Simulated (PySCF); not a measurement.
## From computed data to an observable: chemical shift, span and skew from a shielding tensor

silyloxysilylformaldehyde (CH6O2Si2), SMILES O=C[SiH2]O[SiH3]. Atoms are numbered in the order given.

```xyz
11

O     -3.1676     0.0464     0.5515
C     -1.9914    -0.0839     0.8068
Si    -0.6788     0.1759    -0.5792
O      0.8231    -0.0705     0.0735
Si     2.4798    -0.1250    -0.0428
H     -1.6585    -0.3563     1.8503
H     -0.9569    -0.7988    -1.6707
H     -0.8188     1.5659    -1.0964
H      3.0301    -0.4906     1.2894
H      2.8882    -1.1450    -1.0509
H      3.0071     1.2077    -0.4544
```
Charge 0, spin multiplicity 1.

Geometry optimised at B3LYP-D3(BJ)/def2-SVP. One conformer was computed; it need not be the lowest.

GIAO shieldings from PBE/pcSseg-1 (PySCF), non-relativistic, no solvent. The symmetric part of the tensor of Si5 has the principal values 322.9, 330.6, 458.6 ppm. The same nucleus in TMS has σ = 335.4 ppm at this level (PySCF, at its B3LYP-D3(BJ)/def2-TZVP geometry).

Task: Work out the isotropic shielding, the ²⁹Si shift against TMS, the span and the skew.

Result: 
σ(iso) = (σ11 + σ22 + σ33)/3 = 370.7 ppm. δ = σ(ref) − σ(iso) = 335.4 − (370.7) = -35.3 ppm.
Span Ω = σ33 − σ11 = 135.7 ppm. Skew κ = 3(σ(iso) − σ22)/Ω = 0.89. Tumbling in solution averages the tensor to δ; in a static solid the shielding alone would spread this spin-1/2 line over Ω.
